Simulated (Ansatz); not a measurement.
(1) Predict a relaxed structure of MoO₃⁺ (the lowest doublet isomer of a short search), charge 1, doublet, at B3LYP-D4/def2-TZVP (Ansatz).

Answers

(1) 
```xyz
4

Mo    0.374   -0.100    0.337
O     0.145   -1.400   -0.679
O    -1.305    0.301    0.964
O     0.786    1.199   -0.622
```
Point group Cs (tolerance 0.1 Å). The metal has 3 neighbours: O 1.67 Å, O 1.84 Å, O 1.67 Å. This is one stationary point.

In the def2 sets Mo takes a core potential; there is no spin–orbit coupling. The structure comes from a short search, and lower isomers may exist.
